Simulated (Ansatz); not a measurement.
Basis-set extrapolation for C2H3Cl2NSi (`C[Si](Cl)(Cl)C#N`) (PBE0-D4/def2-TZVP geometry, frozen core, the Gaussian-basis code of Ansatz). Multiplicity 1, RHF reference.

|  | cc-pV(T+d)Z | cc-pV(Q+d)Z |
| --- | --- | --- |
| HF | -1340.101246 | -1340.120455 |
| MP2 correlation | -0.999008 | -1.080535 |
| CCSD(T) correlation | -1.094435 | not run |

Energies in hartree. Use E(X) = E(∞) + A·exp(−5.46·√X) for Hartree–Fock and E(X) = E(∞) + B·X^(−3.05) for correlation, with X = 3 and 4, and add CCSD(T) minus MP2 of the smaller set to the MP2 limit.

Q: What is the CCSD(T) energy at the basis-set limit?

A: HF limit: -1340.120455 + (-0.019209) × 0.30130 = -1340.12624. MP2 limit: -1.080535 + (-0.081527) × 0.71189 = -1.13857. Higher-order term: -1.094435 − (-0.999008) = -0.09543. Total: -1341.36024 hartree, 4.48 eV below CCSD(T)/cc-pV(T+d)Z.
